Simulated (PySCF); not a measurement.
C4H4N, SMILES [c]1ccc[nH]1, multiplicity 2. Geometry: PBE-D3(BJ)/def2-SVP. The isomer is the one that the SMILES or the coordinates give; other isomers of the formula were not compared.

Computed equilibrium geometry at PBE-D3(BJ)/def2-SVP (PySCF confirms it by a frequency run) as Cartesian coordinates in Å, and its point group:
point group Cs.
```xyz
9

C      1.2076    -0.0542     0.0000
C      0.4230    -1.1889     0.0000
C     -0.9293    -0.6939     0.0000
C     -0.8904     0.6954     0.0000
N      0.4456     1.0743     0.0000
H      0.7498    -2.2335     0.0000
H     -1.8369    -1.3099     0.0000
H     -1.6920     1.4420     0.0000
H      0.7945     2.0314     0.0000
```
Charge 0, spin multiplicity 2.
